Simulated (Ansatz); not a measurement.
Species: C₃H₆S, SMILES `C/C=C/S` (C–C–S–H torsion 0°) (charge 0, multiplicity 1).

### Question
Give a relaxed geometry from PBE0-D3(BJ)/def2-TZVP run with Ansatz (a quantum-chemistry and plane-wave program).

### Answer
One answer among several that fit: the end point of this relaxation, one of several conformers (outside a Z-matrix the atoms follow the SMILES, hydrogens last).
Z-matrix (Å, degrees):
```
C
C 1 1.3284
H 2 1.0869 1 120.36
H 1 1.0882 2 119.22 3 180.00
C 1 1.4903 4 116.82 2 -180.00
H 5 1.0916 1 111.42 4 -180.00
H 5 1.0948 6 108.04 1 122.43
H 5 1.0948 6 108.04 7 115.14
S 2 1.7478 3 111.35 1 180.00
H 9 1.3430 2 97.14 3 -180.00
```
